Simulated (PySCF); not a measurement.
Species: (Me)3Sn-O-SiH3, C3H12OSiSn.
Bonds: Sn1–C2, Sn1–C3, Sn1–C4, Sn1–O5, O5–Si6. Hydrogens: H7, H8, H9 on C2; H10, H11, H12 on C3; H13, H14, H15 on C4; H16, H17, H18 on Si6.

Method used: PySCF, PBE0-D3(BJ)/def2-SVP geometry optimisation, gas phase, def2 core potentials past Kr.

Q: How far are the bound atoms from Sn1?

A: 4 atoms: O5 2.004 Å, C3 2.140 Å, C2 2.144 Å, C4 2.146 Å. The nearest atom not counted as bound is H11, at 2.71 Å (others tie with it).

Q: List the angles at Sn1.

A: 
| angle | degrees | distance of the outer atoms (Å) |
| --- | --- | --- |
| C2–Sn1–C3 | 113.8 | 3.59 |
| C3–Sn1–C4 | 113.7 | 3.59 |
| C2–Sn1–C4 | 113.5 | 3.59 |
| C4–Sn1–O5 | 105.9 | 3.31 |
| C2–Sn1–O5 | 105.3 | 3.30 |
| C3–Sn1–O5 | 103.3 | 3.25 |

Q: What is the shape at Sn1?

A: Distorted tetrahedral: angles from 103.3° to 113.8°; τ4 = (360° − α − β)/141° = 0.94 with α and β the two widest (0 for a square, 1 for a tetrahedron).

Q: What are the other bond lengths?

A: C2–H7 and 8 like bonds 1.099 Å; O5–Si6 1.641 Å; Si6–H16, Si6–H17, Si6–H18 1.500 Å.

Q: Give some angles away from the centre.

A: Sn1–O5–Si6 137.8°.

Point group: C1 (no symmetry element, even within 0.4 Å). Charge 0, singlet. PBE0-D3(BJ)/def2-SVP frequencies: not computed here.

On one thread of an Intel Xeon at 2.50 GHz, shared host, this took 7.0 min and 0.64 GiB of memory at its peak. This is the geometry optimisation.
